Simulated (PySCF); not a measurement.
## Br⁺: ionisation energy

Br⁺ [Ar] 3d10 4s2 4p4 (3P) → Br²⁺ [Ar] 3d10 4s2 4p3 (4S), as a difference of total energies. All numbers are calculated (PySCF 2.14, scalar relativity by spin-free X2C-1e, in x2c-SVPall). Correlated levels: valence: [Ar] 3d10 frozen. The calculations carry no spin-orbit coupling.

```json
{"method": "UHF", "ionisation energy (eV)": "20.304", "error (eV)": "-1.105"}
{"method": "M06-2X", "ionisation energy (eV)": "21.371", "error (eV)": "-0.038"}
{"method": "r2SCAN", "ionisation energy (eV)": "21.532", "error (eV)": "+0.123"}
{"method": "MP2 (valence)", "ionisation energy (eV)": "20.734", "error (eV)": "-0.675"}
{"method": "SCS-MP2 (valence)", "ionisation energy (eV)": "20.756", "error (eV)": "-0.653"}
{"method": "CCSD (valence)", "ionisation energy (eV)": "20.755", "error (eV)": "-0.654"}
{"method": "CCSD(T) (valence)", "ionisation energy (eV)": "20.765", "error (eV)": "-0.644"}
```

Reference: 21.409 eV (measured; NIST levels, between the centres of gravity of the two terms).

Errors of the correlated levels include the incompleteness of this basis and the frozen core.
